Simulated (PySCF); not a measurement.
Atom-mapped SMILES (the numbers label the heavy atoms): `[CH2:1]=[N:2][SiH:3]([PH2:4])[PH2:5]`; H(Xn) means a hydrogen on atom n. Ha(C1) is cis to Si3; Hb(C1) is trans to Si3.

Geometry: PBE0-D3(BJ)/def2-SVP; GIAO shifts from PySCF 2.14.0 with density-fitted response routines, gas phase, non-relativistic, averaged over equivalent atoms.

At PBE0/cc-pVDZ (117 basis functions, 22 s wall time on 1 thread of an x86-64 server CPU, shared host):
```
      atoms  δ (ppm)
         C1    164.4
         N2    395.8
        Si3     -3.6
      P4/P5   -239.9
     Ha(C1)     8.58
     Hb(C1)     8.49
     H(Si3)     5.97
H(P4)/H(P5)     1.50
```

δ = σ(ref) − σ, references computed at the same level: 13C (196.75 ppm) and 29Si (418.61 ppm) and 1H (31.29 ppm) against TMS; 15N (273.12 ppm) vs NH3; H3PO4 for 31P (389.39 ppm).

What do these become at PBE0/IGLO-III?

Answers


```csv
atoms,δ at PBE0/IGLO-III,change
C1,176.4,+12.0
N2,427.4,+31.6
Si3,-5.3,-1.7
P4/P5,-276.0,-36.1
Ha(C1),8.81,+0.23
Hb(C1),8.68,+0.19
H(Si3),6.17,+0.20
H(P4)/H(P5),1.74,+0.24
```

Chemical shifts δ = σref − σ; 13C (σref 183.78), 29Si (σref 345.34), 1H (σref 31.37) vs TMS; 15N (σref 260.55) against NH3; H3PO4 for 31P (σref 306.76), all at this level.

The largest change is at P4/P5 (phosphorus bonded to Si, 2 H). Cost: 272 basis functions, 42 s wall time on 1 thread of an x86-64 server CPU, shared host.

Experimental scales use liquid or dissolved standards, which lie at an offset from isolated NH3 (liquid NH3: subtract about 20 ppm) and H3PO4. Unscaled 15N shifts of sp2 nitrogen come out 20 to 40 ppm too high even then.
